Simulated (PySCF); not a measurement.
C2H5Al (SMILES C=[CH][AlH2]), singlet, at a GFN2-xTB geometry (such geometries of metal compounds can be far from the true shape); MP2/cc-pVDZ (PySCF).

Input for PySCF:
```python
from pyscf import gto, scf, mp

mol = gto.M(
    atom='''
Al   -0.11196520    0.15792507    1.14166997
H    -0.92818065    1.47755177    1.15021342
H     0.23628884   -0.43340351    2.53472599
C     0.37424527   -0.59251189   -0.62383594
C    -0.07763468    0.15859855   -1.63277981
H     0.93445983   -1.49322215   -0.87777626
H     0.07409632   -0.06552042   -2.68094224
H    -0.64078027    1.06504852   -1.42823607
''',
    basis='cc-pvdz',
    verbose=4,
    max_memory=1800,
)

mf = scf.RHF(mol)
mf.kernel()

pt = mp.MP2(mf, frozen=7)
pt.kernel()
print('E(MP2) = %.10f' % pt.e_tot)
```

**Question.** Predict the main parts of the log of this PySCF run.

**Answer.** 
```
PySCF version 2.14.0

[INPUT] verbose = 4
[INPUT] num. atoms = 8
[INPUT] num. electrons = 30
[INPUT] charge = 0
[INPUT] spin (= nelec alpha-beta = 2S) = 0
[INPUT] symmetry False subgroup None
[INPUT] Mole.unit = angstrom
[INPUT] Symbol           X                Y                Z      unit          X                Y                Z       unit  Magmom
[INPUT]  1 Al    -0.111965200000   0.157925070000   1.141669970000 AA   -0.211583563482   0.298435130503   2.157443567940 Bohr   0.0
[INPUT]  2 H     -0.928180650000   1.477551770000   1.150213420000 AA   -1.754007222621   2.792168180166   2.173588348599 Bohr   0.0
[INPUT]  3 H      0.236288840000  -0.433403510000   2.534725990000 AA    0.446521193891  -0.819013935325   4.789937921917 Bohr   0.0
[INPUT]  4 C      0.374245270000  -0.592511890000  -0.623835940000 AA    0.707221063714  -1.119685197648  -1.178879073261 Bohr   0.0
[INPUT]  5 C     -0.077634680000   0.158598550000  -1.632779810000 AA   -0.146708282968   0.299707823253  -3.085506662619 Bohr   0.0
[INPUT]  6 H      0.934459830000  -1.493222150000  -0.877776260000 AA    1.765873153108  -2.821780906634  -1.658756730045 Bohr   0.0
[INPUT]  7 H      0.074096320000  -0.065520420000  -2.680942240000 AA    0.140021751638  -0.123815649366  -5.066246589378 Bohr   0.0
[INPUT]  8 H     -0.640780270000   1.065048520000  -1.428236070000 AA   -1.210899216325   2.012650012173  -2.698975013525 Bohr   0.0

nuclear repulsion = 84.3564914447278
number of shells = 30
number of NR pGTOs = 128
number of NR cGTOs = 71
basis = cc-pvdz
ecp = {}

******** <class 'pyscf.scf.hf.RHF'> ********
method = RHF
initial guess = minao
damping factor = 0
level_shift factor = 0
DIIS = <class 'pyscf.scf.diis.CDIIS'>
diis_start_cycle = 1
diis_space = 8
diis_damp = 0
SCF conv_tol = 1e-09
SCF conv_tol_grad = None
SCF max_cycles = 50
direct_scf = True
direct_scf_tol = 1e-13
Set gradient conv threshold to 3.16228e-05
Initial guess from minao.
init E= -320.594930031914
  HOMO = -0.282710957252326  LUMO = -0.0115834743247087  gap/eV = 7.37775
cycle= 1 E= -320.491173765271  delta_E= 0.104  |g|= 0.268  |ddm|= 2.21
  HOMO = -0.393936960261809  LUMO = 0.0401594886206316  gap/eV = 11.81237
cycle= 2 E= -320.522740675011  delta_E= -0.0316  |g|= 0.0757  |ddm|= 0.372
  HOMO = -0.379605062551684  LUMO = 0.0491709333496289  gap/eV = 11.66759
cycle= 3 E= -320.525270056742  delta_E= -0.00253  |g|= 0.0335  |ddm|= 0.135
  HOMO = -0.380001220886455  LUMO = 0.0499574625539907  gap/eV = 11.69977
cycle= 4 E= -320.525592302682  delta_E= -0.000322  |g|= 0.00395  |ddm|= 0.0303
  HOMO = -0.380589252506292  LUMO = 0.0492876814129799  gap/eV = 11.69755
cycle= 5 E= -320.525600287159  delta_E= -7.98e-06  |g|= 0.000902  |ddm|= 0.00717
  HOMO = -0.380174475332916  LUMO = 0.0493537410687495  gap/eV = 11.68806
cycle= 6 E= -320.525600838577  delta_E= -5.51e-07  |g|= 0.000343  |ddm|= 0.00159
  HOMO = -0.380235702190469  LUMO = 0.0493460523780898  gap/eV = 11.68951
cycle= 7 E= -320.525600910085  delta_E= -7.15e-08  |g|= 8.84e-05  |ddm|= 0.000559
  HOMO = -0.380203176372582  LUMO = 0.0493455813711217  gap/eV = 11.68862
cycle= 8 E= -320.525600919068  delta_E= -8.98e-09  |g|= 2e-05  |ddm|= 0.000212
  HOMO = -0.380202287693149  LUMO = 0.0493447934827858  gap/eV = 11.68857
cycle= 9 E= -320.525600919473  delta_E= -4.05e-10  |g|= 4.82e-06  |ddm|= 5.17e-05
  HOMO = -0.380202002606091  LUMO = 0.0493441507179622  gap/eV = 11.68855
Extra cycle  E= -320.525600919491  delta_E= -1.81e-11  |g|= 2.15e-06  |ddm|= 9.52e-06
converged SCF energy = -320.525600919491

******** <class 'pyscf.mp.mp2.RMP2'> ********
nocc = 8, nmo = 64
frozen orbitals 7
E(RMP2) = -320.860898231961  E_corr = -0.335297312470532
E(SCS-RMP2) = -320.867825535  E_corr = -0.342224615508864
E_corr(same-spin) = -0.0693832609105083
E_corr(oppo-spin) = -0.265914051560023
E(MP2) = -320.8608982320
```
